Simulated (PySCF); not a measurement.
## Name the molecule from its bond curve

A diatomic of charge +1 contains Hg. Its singlet curve at r²SCAN in a double-zeta basis (scalar-relativistic core potentials, PySCF), in eV from the separated fragments:

(R (Å), E (eV)): (2.317, -0.319), (2.425, -0.424), (2.532, -0.481), (2.613, -0.501), (2.694, -0.508), (2.775, -0.503), (2.883, -0.486), (3.017, -0.453), (3.179, -0.406), (3.394, -0.340)

The fit gives ωe = 250 cm⁻¹ and the rotational constant Bₑ = 0.3416 cm⁻¹.

Problem. Which atom is the partner?

Solution. The minimum lies at 2.698 Å, so the reduced mass is 16.8576 u Å² cm⁻¹/(Bₑ·Re²) = 6.779 u. With Hg at 201.97 u the partner weighs about 7.0 u: Li. The molecule is LiHg⁺.

Closed-shell solutions of metal pairs were not tested for spin polarisation, which can lower them a little. Spin–orbit coupling is left out.
